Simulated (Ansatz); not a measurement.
Mo(NH)2(OH)2 (MoN₂O₂H₄). The state is a singlet with charge 0. Geometry B3LYP-D4/def2-SVP; atoms count from 1.

```xyz
9

Mo   -0.084    0.000   -0.079
N     0.364    1.381    0.871
H     0.887    1.897    1.577
N     0.889   -1.383    0.308
H     1.624   -1.903    0.785
O     0.191    0.388   -1.919
H     0.234    1.306   -2.217
O    -1.904   -0.384    0.308
H    -2.201   -1.303    0.366
```

In the def2 sets Mo takes a core potential; there is no spin–orbit coupling. The restricted singlet is unstable towards broken spin symmetry in Hartree–Fock (as tested in another run); at PBE0-D4/def2-TZVP this wasn't settled.

(1) Estimate the Mulliken populations from the PBE0/def2-TZVP orbitals of Ansatz.

(2) And the Mayer bond orders between heavy atoms (over 0.3)?

Answers

(1) 
```json
{"atom": "Mo1", "charge (e)": "1.69", "d electrons": "3.69"}
{"atom": "N2", "charge (e)": "-0.71", "d electrons": "–"}
{"atom": "H3", "charge (e)": "0.24", "d electrons": "–"}
{"atom": "N4", "charge (e)": "-0.71", "d electrons": "–"}
{"atom": "H5", "charge (e)": "0.24", "d electrons": "–"}
{"atom": "O6", "charge (e)": "-0.73", "d electrons": "–"}
{"atom": "H7", "charge (e)": "0.35", "d electrons": "–"}
{"atom": "O8", "charge (e)": "-0.73", "d electrons": "–"}
{"atom": "H9", "charge (e)": "0.35", "d electrons": "–"}
```
Mulliken values depend strongly on the basis.

(2) Mo1–N2 1.91 (1.73 Å); Mo1–N4 1.91 (1.73 Å); Mo1–O6 0.90 (1.90 Å); Mo1–O8 0.90 (1.90 Å).
